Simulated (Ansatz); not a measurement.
Stepwise reaction of `[CH3][Ge]([NH2])([F])[F]` with hydrogen chloride, as a gas-phase model of exchange steps in deposition or etching. ΔE in kJ/mol; ΔG adds harmonic PBE0-D4 terms to CCSD(T)/CBS, at 1 bar.

Computed with Ansatz on PBE0-D4/def2-TZVP structures; ΔE is electronic, products minus reactants. CBS: MP2 limit from def2 TZ/QZ plus the TZ coupled-cluster correction, frozen cores. This one scheme is used for every species. DFT in def2-TZVPP. B3LYP here is the variant with VWN-RPA as its local correlation; programs differ in this. For Ge outer-core shells are correlated without core-valence functions, which leaves a few kJ/mol of doubt a bond. Scalar relativity is left out up to krypton. One conformer a species, not always the lowest.

```json
{"step": "2", "reaction": "`[CH3][Ge]([NH2])([F])[Cl]` + HCl → `[CH3][Ge]([NH2])([Cl])[Cl]` + H–F", "PBE-D4": "-0.7", "B3LYP-D4": "2.5", "ωB97M-V": "2.2", "CCSD(T)/CBS": "-3.2", "ΔG(500 K)": "-0.9"}
```

Question: Give the row of step 1, `[CH3][Ge]([NH2])([F])[F]` + HCl → `[CH3][Ge]([NH2])([F])[Cl]` + H–F. (Best estimate.)

Answer: Computed: 
```
step                                                              reaction  PBE-D4  B3LYP-D4  ωB97M-V  CCSD(T)/CBS  ΔG(500 K)
   1  `[CH3][Ge]([NH2])([F])[F]` + HCl → `[CH3][Ge]([NH2])([F])[Cl]` + H–F    -8.4      -3.7     -2.8         -6.6       -0.3
```

Question: By hand: ΔE of the 2 steps together at CCSD(T)/CBS.

Answer: (-6.6) + (-3.2) = -9.8 kJ/mol, or -4.9 kJ/mol a step.

In ΔE the steps differ by no more than 3.4 kJ/mol. ΔG lies between -0.9 and -0.3 kJ/mol a step. PBE-D4 differs from CCSD(T)/CBS by -1.8 to 2.5 kJ/mol a step. Isolated molecules leave out the surface, adducts and barriers. Largest T1 diagnostic: 0.011.
